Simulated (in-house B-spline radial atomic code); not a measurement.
Radial electron density of Cl+, [Ne] 3s2 3p4. Computed with an all-electron radial atomic-structure program (B-spline basis): non-relativistic M06-2X, spin-polarised, spherical fractional occupations, point nucleus.

Caution: exact exchange at fractional occupations of open shells leaves self-interaction of up to several eV.

Columns: r (bohr), 4πr²n(r) (electrons per bohr), bar.

```
 0.00352   0.4458 #
 0.00423   0.6284 #
 0.00507   0.8774 ##
 0.00609    1.223 ###
 0.00731     1.69 ####
 0.00878     2.32 #####
  0.0105    3.129 #######
  0.0126    4.196 #########
  0.0152    5.589 #############
  0.0182    7.237 ################
  0.0219    9.241 #####################
  0.0263    11.48 ##########################
  0.0315    13.82 ###############################
  0.0378    16.11 ####################################
  0.0454    18.05 #########################################
  0.0545    19.28 ###########################################
  0.0655    19.53 ############################################
  0.0786     18.7 ##########################################
  0.0943    17.02 ######################################
   0.113    15.05 ##################################
   0.136    13.57 ###############################
   0.163    13.42 ##############################
   0.196    14.81 #################################
   0.235    17.08 ######################################
   0.282    18.99 ###########################################
   0.339    19.15 ###########################################
   0.407    16.86 ######################################
   0.488    12.82 #############################
   0.586    8.328 ###################
   0.704    4.982 ###########
   0.845    3.646 ########
    1.01    3.796 #########
    1.22    4.296 ##########
    1.46    4.147 #########
    1.75    3.327 #######
    2.11    2.142 #####
    2.53    1.102 ##
    3.03   0.4586 #
    3.64   0.1422 
    4.37  0.03303 
    5.25 0.005684 
     6.3 0.0006148
```

On this grid the curve has 3 maxima, near 0.0655, 0.339, 1.22 bohr.

The 3p down radial function P(r) = rR(r), positive near the nucleus:

```
r (bohr)         P
 0.00507  0.001059
 0.00731   0.00216
  0.0105  0.004341
  0.0152   0.00875
  0.0219   0.01718
  0.0315   0.03282
  0.0454   0.06076
  0.0655    0.1073
  0.0943    0.1764
   0.136    0.2631
   0.196    0.3392
   0.282    0.3443
   0.407    0.2047
   0.586   -0.1003
   0.845   -0.4884
    1.22   -0.7585
    1.75   -0.7445
    2.53   -0.4857
    3.64     -0.21
    5.25  -0.05121
```
